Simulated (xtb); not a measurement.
F6Nb (SMILES [F][Nb-]([F])([F])([F])([F])[F]), charge -1, singlet, geometry from GFN2-xTB (such geometries of metal compounds can be far from the true shape). Base run: GFN2-xTB in xtb.

xtb was given this input:
```
$ xtb mol.xyz --gfn 2 --chrg -1 --json

# file mol.xyz
7

Nb     0.00000000     0.00000000    -0.00000000
F      1.11527446    -0.47737769    -1.40718583
F     -1.11527446     0.47737769     1.40718583
F     -1.17152260     0.79987238    -1.19984896
F     -0.91410953    -1.60754884    -0.17913416
F      0.91410953     1.60754884     0.17913416
F      1.17152260    -0.79987238     1.19984896
```

Variants of this job, named by their change:

```json
[
 {"change": "base", "ΔE vs base (kJ/mol)": "0.00", "HOMO-LUMO gap (eV)": "4.71", "G_solv (kcal/mol)": "-", "SCF cycles": "24"},
 {"change": "acc = 1000", "ΔE vs base (kJ/mol)": "0.04", "HOMO-LUMO gap (eV)": "4.72", "G_solv (kcal/mol)": "-", "SCF cycles": "20"},
 {"change": "etemp = 5000", "ΔE vs base (kJ/mol)": "…", "HOMO-LUMO gap (eV)": "…", "G_solv (kcal/mol)": "-", "SCF cycles": "25"},
 {"change": "gbsa = chcl3", "ΔE vs base (kJ/mol)": "-147.5", "HOMO-LUMO gap (eV)": "4.70", "G_solv (kcal/mol)": "-35.28", "SCF cycles": "24"},
 {"change": "file = coord", "ΔE vs base (kJ/mol)": "0.00", "HOMO-LUMO gap (eV)": "4.71", "G_solv (kcal/mol)": "-", "SCF cycles": "24"},
 {"change": "acc = 30", "ΔE vs base (kJ/mol)": "0.00", "HOMO-LUMO gap (eV)": "4.71", "G_solv (kcal/mol)": "-", "SCF cycles": "22"},
 {"change": "gbsa = thf", "ΔE vs base (kJ/mol)": "…", "HOMO-LUMO gap (eV)": "4.71", "G_solv (kcal/mol)": "…", "SCF cycles": "26"}
]
```

Question: Some entries are withheld; supply them.

Answer: 
- etemp = 5000, ΔE vs base (kJ/mol): -3.97
- etemp = 5000, HOMO-LUMO gap (eV): 4.74
- gbsa = thf, ΔE vs base (kJ/mol): -205.2
- gbsa = thf, G_solv (kcal/mol): -49.05

ALPB and GBSA are two models with their own fitted parameters for each solvent, which aren't always the measured dielectric constant.
